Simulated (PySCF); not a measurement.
Compound: C4H2Cl2F3 (doublet state).
SMILES with atom numbers: `[H]/[C:1]=[C:2](\[CH:3]([Cl:4])[Cl:5])[C:6]([F:7])([F:8])[F:9]` (hydrogens: H10 on C1; H11 on C3)

Structure used (GFN2-xTB), in Å, numbered top down from 1:
```xyz
11
C4H2Cl2F3 angstrom
C      0.1484    1.7015   -0.2529
C      0.0780    0.4216   -0.1091
C     -1.1924   -0.4325   -0.0325
Cl    -2.5344    0.3374   -0.8797
Cl    -1.6138   -0.6853    1.6783
C      1.3404   -0.4115    0.0672
F      2.4414    0.2623   -0.2578
F      1.4949   -0.8293    1.3298
F      1.3198   -1.5157   -0.6973
H     -0.4517    2.5668   -0.3858
H     -1.0251   -1.4126   -0.4863
```

The hyperfine couplings belong to this conformer and change with its torsions.

Theory: UKS B3LYP, pcH-1 on C Cl F H, non-relativistic, mean-field spin-orbit, GIAO in PySCF. Geometry: GFN2-xTB, one conformer, isolated molecule. A GFN2-xTB geometry isn't a minimum of the functional, and hyperfine couplings can be far from their values at a DFT geometry. No stability test was run, so a lower SCF solution isn't excluded.

Task: Predict the first-order ENDOR lines of F7/F8/F9, H10 and H11 under fast tumbling at B = 1212.9 mT (Q band).

Result: For S = 1/2 in fast tumbling each set of equivalent nuclei gives two lines, ν± = |νn ± a/2| to first order, with νn = g_N μN B/h and μN/h = 7.62259 MHz/T.

```json
{"nuclei": "F7/F8/F9", "isotope": "19F", "g_N": "5.2577", "νn (MHz)": "48.61", "a_iso (MHz)": "6.49", "lower line (MHz)": "45.36", "upper line (MHz)": "51.86"}
{"nuclei": "H10", "isotope": "1H", "g_N": "5.5857", "νn (MHz)": "51.64", "a_iso (MHz)": "13.84", "lower line (MHz)": "44.72", "upper line (MHz)": "58.56"}
{"nuclei": "H11", "isotope": "1H", "g_N": "5.5857", "νn (MHz)": "51.64", "a_iso (MHz)": "5.11", "lower line (MHz)": "49.09", "upper line (MHz)": "54.20"}
```

Task: Which pairs are centred on the nuclear Larmor frequency, and which on half the coupling?

Result: Centred on νn, since |a| < 2νn: F7/F8/F9, H10 and H11. No pair has |a| > 2νn.

Task: At what field would the lower line of H10 fall to zero frequency?

Result: Where νn = |a|/2, that is B = 6.92 MHz/(5.5857 × 7.62259 MHz/T) = 163 mT, as far as first order holds there.

Means are taken over nuclei equivalent by connectivity, which assumes that they swap fast. The three 19F nuclei of mean +6.5 MHz run from 1.2 to 14.1 MHz in the frozen geometry.
